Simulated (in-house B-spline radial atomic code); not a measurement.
## How G0W0 and RPA depend on the start: Ba+

Configuration [Xe] 6s1, highest spin. Computed with a B-spline radial code for spherical atoms: all electrons, scalar-relativistic (spin-free one-electron X2C), finite nucleus, each spin shell either full or empty, empty states to l = 9 with an (l + 1/2)⁻⁴ tail; G0W0 by contour deformation at full frequency.

RPA overbinds a lone outer s electron by self-correlation, and G0W0 tends to as well.

```csv
start,mean-field 6s up (eV),G0W0 (eV),QP weight,RPA correlation (Eh)
Hartree-Fock,-9.402,-10.245,0.963,-4.0214
LDA VWN5,-8.060,-10.489,0.886,-4.3935
PBE,-7.860,-10.443,0.877,-4.3877
PBE0,-8.355,-10.411,0.921,-4.282
r2SCAN,-7.921,-10.458,0.902,-4.3222
HSE06,-8.055,-10.437,0.899,-4.2944
B3LYP (VWN-RPA),-8.319,?,?,?
SCAN,-7.956,-10.463,0.902,-4.3205
TPSS,-7.721,-10.419,0.876,-4.3681
BHandHLYP,-8.762,-10.371,0.943,-4.1895
CAM-B3LYP,-9.206,-10.372,0.949,-4.2523
LC-wPBE,-9.881,-10.296,0.962,-4.2435
wB97X,-9.616,-10.297,0.961,-4.227
PBEsol,-7.910,-10.462,0.882,-4.3898
BLYP,-7.785,-10.458,0.879,-4.3888
r2SCAN0,-8.430,-10.414,0.927,-4.2405
LDA exchange-only,-7.475,?,?,?
```

(1) What G0W0 level, weight and RPA correlation energy follow from the LDA exchange-only start?

(2) What G0W0 level, weight and RPA correlation energy follow from the B3LYP (VWN-RPA) start?

(3) How much of the dependence on the start does G0W0 remove?

Answers

(1) G0W0 level -10.442 eV, weight 0.871, RPA correlation -4.3885 hartree.

(2) G0W0 level -10.444 eV, weight 0.916, RPA correlation -4.3037 hartree.

(3) The mean-field levels span 2.41 eV and the G0W0 levels 0.244 eV. Against 10.004 eV (NIST, measured) the G0W0 removal energies are off by +0.24 to +0.49 eV, with spin-orbit coupling, Breit and QED terms left out.
